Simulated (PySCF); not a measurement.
2,3-dihydrobenzofuran, C8H8O.
Atom-mapped SMILES: `[cH:1]1[cH:2][cH:3][c:4]2[c:5]([cH:6]1)[CH2:7][CH2:8][O:9]2` (hydrogens: H10 on C1; H11 on C2; H12 on C3; H13 on C6; H14, H15 on C7; H16, H17 on C8)

Geometry (PBE0-D3(BJ)/def2-SVP, Å), atoms numbered from 1 in this order:
```xyz
17
C8H8O angstrom
C      2.223   -1.188   -0.199
C      2.416    0.117    0.258
C      1.335    0.965    0.513
C      0.058    0.460    0.295
C     -0.155   -0.843   -0.162
C      0.928   -1.674   -0.411
C     -1.638   -1.054   -0.286
C     -2.195    0.314    0.164
O     -1.082    1.151    0.493
H      3.084   -1.830   -0.391
H      3.432    0.487    0.421
H      1.474    1.986    0.870
H      0.773   -2.696   -0.769
H     -1.993   -1.875    0.358
H     -1.936   -1.302   -1.317
H     -2.837    0.235    1.054
H     -2.774    0.814   -0.629
```

Method used: PySCF 2.14.0, density-fitted response routines, TDDFT PBE0/def2-SVPD, vertical, gas phase, core orbitals frozen in the response.

Ground-to-excited transition dipoles (e·a0, same axes as the geometry; the sign carries no meaning), for the states with f of 0.002 or more among the lowest 7:

```
state  E (hartree)      μx      μy      μz
   S1       0.1784   0.587   0.369   0.147
   S2       0.2088   0.382  -0.396  -0.123
   S4       0.2328   0.007   0.077  -0.222
   S5       0.2421  -0.825   1.206   0.387
   S6       0.2457   0.007   0.044  -0.117
   S7       0.2471  -1.540  -0.217  -0.128
```

Question: Work out the oscillator strengths.

Answer: f = (2/3) ΔE |μ|² with ΔE in hartree (27.2114 eV).

| state | \|μ\|² (au) | \|μ\| (D) | f |
| --- | --- | --- | --- |
| S1 | 0.503 | 1.80 | 0.060 |
| S2 | 0.318 | 1.43 | 0.044 |
| S4 | 0.055 | 0.60 | 0.009 |
| S5 | 2.285 | 3.84 | 0.369 |
| S6 | 0.016 | 0.32 | 0.003 |
| S7 | 2.435 | 3.97 | 0.401 |

Question: Label these states by symmetry in Cs.

Answer: Polarised normal to the mirror plane, so A″: S4 and S6. Polarised in the mirror plane, so A′: S1, S2, S5 and S7.

Question: Which bond between heavy atoms lies closest to the direction of the S7 transition dipole?

Answer: C5–C7, at 0° from it; next C1–C6 and C3–C4 at 13°.

Question: What angle do the transition dipoles of S1 and S2 make?

Answer: |cos θ| = |μa·μb| / (|μa| |μb|) = 0.15, so θ ≈ 81° (taken between 0 and 90°, since the signs are arbitrary).

Question: How is the summed strength of these states shared among x, y and z?

Answer: (2/3) Σ ΔE μα² gives 0.562 for x, 0.282 for y and 0.041 for z, 0.885 in all.

Question: What peak molar absorption coefficient would the strongest computed level give as a lone Gaussian band 0.3 eV wide at half height?

Answer: ε(max) = 2.175×10⁸ f / FWHM, with the width in cm⁻¹. S7: 2.175×10⁸ × 0.4012 / 2420 ≈ 36000 L mol⁻¹ cm⁻¹.

The vertical ionisation energy (ΔSCF) is 7.95 eV, 1.22 eV above S7.
